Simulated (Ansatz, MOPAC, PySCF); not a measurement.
Complex: SiH4 (SMILES [SiH4]) (first 5 atoms) with CH2O2 (SMILES O=CO); geometry from B3LYP-D3(BJ)/def2-TZVP.
(charge 0, multiplicity 1):
```xyz
10

Si     0.1066    -0.3192     0.6422
H     -0.2752    -0.5306    -0.7743
H      0.6862    -1.5591     1.1923
H     -1.1432     0.0100     1.3802
H      1.0449     0.8148     0.7412
O      0.9379     0.1423     3.7316
C      0.0648     0.4268     4.5034
O     -1.2292     0.5681     4.1908
H      0.2131     0.6101     5.5751
H     -1.3283     0.3996     3.2353
```

Monomers are frozen at their geometry in the pair; levels with a basis set take the counterpoise correction.

The state that PM3 reach isn't checked.

Programs: Ansatz (a first-principles code); MOPAC for PM3 (differences of heats of formation); PySCF for the dispersion terms. Values without a source in brackets are computed.

Q: One of these levels gives -0.59 kcal/mol for the interaction energy. Which one is it?
A. revPBE/def2-TZVPPD
B. PM3
C. BHLYP-D3(BJ)/def2-TZVPPD
D. r2SCAN/def2-TZVPPD

A: B, PM3. The others give 0.20 (revPBE/def2-TZVPPD), -2.30 (r2SCAN/def2-TZVPPD), -3.01 (BHLYP-D3(BJ)/def2-TZVPPD)
